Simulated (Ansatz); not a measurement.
(1) Predict a relaxed structure of Ag2F2⁻ (the lowest doublet isomer of a short search), charge -1, doublet, at PBE-D4/def2-TZVPD (Ansatz).

## Answers

(1) 
```xyz
4

Ag    0.946    0.726    0.634
Ag   -0.949   -0.724   -0.633
F    -2.398   -1.843   -1.611
F     2.401    1.840    1.610
```
Point group D∞h (tolerance 0.1 Å). This is one stationary point.

In the def2 sets Ag takes a core potential; there is no spin–orbit coupling. The relaxation made no stability test and no search for a lower SCF solution. The structure comes from a short search, and lower isomers may exist.
